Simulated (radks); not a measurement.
Values are calculated unless marked as measured or tabulated.
Neutral magnesium inside a hard spherical wall (all orbitals vanish at R), configuration held at [Ne] 3s2 and not refilled when levels cross. Code: a radial shooting solver on a logarithmic mesh with Libxc functionals. Model: non-relativistic Kohn-Sham, LDA (Slater exchange, Perdew-Wang correlation), spin-polarised, spherical densities, point nucleus. Eigenvalues in eV for spin up, with the zero of energy where the potential of the charges vanishes at infinity; a dash marks a level that is unbound or too diffuse for the functional's potential to be trusted. A positive occupied level is held by the wall or, in an anion where self-interaction has pushed it up, behind a barrier. The pressure on the wall is -dE/dV.

R (bohr)  E (hartree)  kinetic (hartree)    e(1s)    e(2s)    e(2p)   e(3s)  e(3p, empty)  e(4s, empty)  pressure (GPa)
free       -199.13529            198.540  -1251.0  -79.007  -46.768  -4.775        -1.381        -0.054               0
20         -199.13529            198.540  -1251.0  -79.007  -46.768  -4.775        -1.381         0.050        < 0.0001
15         -199.13529            198.540  -1251.0  -79.007  -46.767  -4.775        -1.377         0.289        < 0.0001
12         -199.13524            198.540  -1251.0  -79.000  -46.761  -4.770        -1.349         0.792        0.000900
8          -199.13089            198.573  -1250.7  -78.689  -46.451  -4.545        -0.847         4.018           0.176
6          -199.09736            198.741  -1249.4  -77.462  -45.228  -3.496         0.859        11.125            2.63
4          -198.80139            199.719  -1244.5  -72.987  -40.779   2.564         9.025        39.329            55.8
3          -198.00589            201.878  -1237.5  -67.279  -35.064  15.849        24.699        88.508             390
2.5        -196.84550            204.904  -1229.9  -61.713  -29.336  33.462        43.678        144.67            1300
2          -193.87617            212.515  -1213.0  -50.695  -17.554  74.530        84.532        259.68            5640
1.5        -184.36189            235.426  -1169.1  -22.276   13.089  189.00        189.09        540.51           35900
